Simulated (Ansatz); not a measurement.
Basis-set series for AlH8NO3Si, SMILES `[OH][Al-]([OH])([OH])[NH2+][SiH3]`. The species carries charge 0 and has multiplicity 1. Geometry: relaxed with PBE0-D4/def2-TZVP. It is one conformer, not always the lowest.

```xyz
14

O    -0.472    2.349   -0.216
Al   -0.005    0.950    0.670
O    -1.278   -0.096    1.195
O     1.396    1.042    1.664
N     0.676   -0.219   -0.817
Si   -0.261   -1.745   -0.944
H    -0.122    3.210    0.002
H    -2.185    0.204    1.201
H     1.370    0.778    2.581
H     1.662   -0.381   -0.626
H     0.622    0.341   -1.664
H    -1.648   -1.410   -1.315
H    -0.107   -2.490    0.319
H     0.351   -2.533   -2.051
```

| functional | basis | functions | energy (Eh) | HOMO (eV) | LUMO (eV) |
| --- | --- | --- | --- | --- | --- |
| PBE0-D4 | def2-SVP | 132 | -816.45453 | -7.64 | 0.16 |
| PBE0-D4 | def2-QZVPP | 608 | -817.03932 | -8.04 | -0.52 |
| ωB97M-V | def2-SVP | 132 | -816.85491 | -10.09 | 1.90 |
| ωB97M-V | def2-QZVPP | 608 | -817.44621 | -10.53 | 0.84 |

Give the rows for def2-TZVPP. (Estimate.)

The calculation gave: 
```
functional       basis  functions  energy (Eh)  HOMO (eV)  LUMO (eV)
   PBE0-D4  def2-TZVPP        320   -817.00348      -7.96      -0.33
   ωB97M-V  def2-TZVPP        320   -817.41262     -10.44       1.22
```

Positive LUMOs are unbound and depend on the basis.

All numbers were calculated with Ansatz.
